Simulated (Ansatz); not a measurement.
Consider the substitution at a C–C bond: `C=C(C)C(C)C` + `C[Si](O)(O)F` → `CO[Si](C)(O)F` + `C=CC(C)C`.

Gas-phase electronic energies from Ansatz, PBE0-D4/def2-TZVP geometries. CCSD(T)/CBS is the MP2 limit (def2-TZVPP, def2-QZVPP) plus CCSD(T) − MP2 in def2-TZVPP, frozen cores. This one scheme is used for every species. DFT in def2-TZVPP. B3LYP here is the variant with VWN-RPA as its local correlation; programs differ in this. Each species was taken in one conformer, which may not be the lowest.

Q: Is it downhill or uphill in electronic energy at CCSD(T)/CBS, and by how much? (Estimate.)

A: The calculation gave: Uphill: ΔE = +69.1 kJ/mol.

Q: What do these levels give: PBE-D4, B3LYP-D4, ωB97M-V, HF/def2-TZVPP, MP2/def2-TZVPP, CCSD(T)/def2-TZVPP, HF/def2-QZVPP, MP2/def2-QZVPP, SCS-MP2/def2-QZVPP, HF/CBS(def2), MP2/CBS(def2), CCSD/CBS(def2)? (Estimate.)

A: Ansatz gave: PBE-D4 66.2, B3LYP-D4 60.7, ωB97M-V 65.8, HF/def2-TZVPP 51.0, MP2/def2-TZVPP 75.6, CCSD(T)/def2-TZVPP 67.5, HF/def2-QZVPP 50.6, MP2/def2-QZVPP 76.3, SCS-MP2/def2-QZVPP 68.9, HF/CBS(def2) 50.5, MP2/CBS(def2) 77.2, CCSD/CBS(def2) 67.2 kJ/mol.

Largest T1 diagnostic among the species: 0.011.

The D4 term adds +3.5 kJ/mol with B3LYP and +2.0 kJ/mol with PBE0; it sums over pairs of atoms, weighted by their polarisabilities, and B3LYP, whose exchange is more repulsive, gets the larger term. In def2-TZVPP, CCSD(T) changes the Hartree–Fock value by +16.5 kJ/mol (the triples alone add +1.9 kJ/mol) and MP2 by +24.6 kJ/mol.
